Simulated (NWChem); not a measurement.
# SiBr₂, singlet; SMILES Br[Si]Br

```xyz
3

Si     0.0000     0.0000     1.1907
Br     1.7780     0.0000    -0.2331
Br    -1.7780     0.0000    -0.2331
```
Atoms are numbered in this order, from 1.

Level: PBE-D3(BJ)/def2-SVP (NWChem), optimised geometry, unscaled harmonic frequencies. Low-valent species are run as closed-shell singlets; no triplet was tried in these runs. This build's default masses of Se (78.918 u) and Br (79.917 u) are each other's, which moves their modes by up to 0.6 %.

List the harmonic frequencies with IR intensities, and the thermochemistry.


```
frequency (cm⁻¹)  IR intensity (km/mol)
----------------  ---------------------
116                                 0.2
394                                43.6
401                               130.1
```

The zero-point energy is 1.3 kcal/mol, the thermal correction to the enthalpy at 298.15 K (with zero-point energy) is 4.5 kcal/mol and the heat capacity Cv comes out as 10.8 cal/(mol K). The entropy at 298.15 K and 1 atm (symmetry number 2) comes out as 73.2 cal/(mol K) and the dipole moment is 0.75 D.

Rigid rotor and harmonic oscillator.
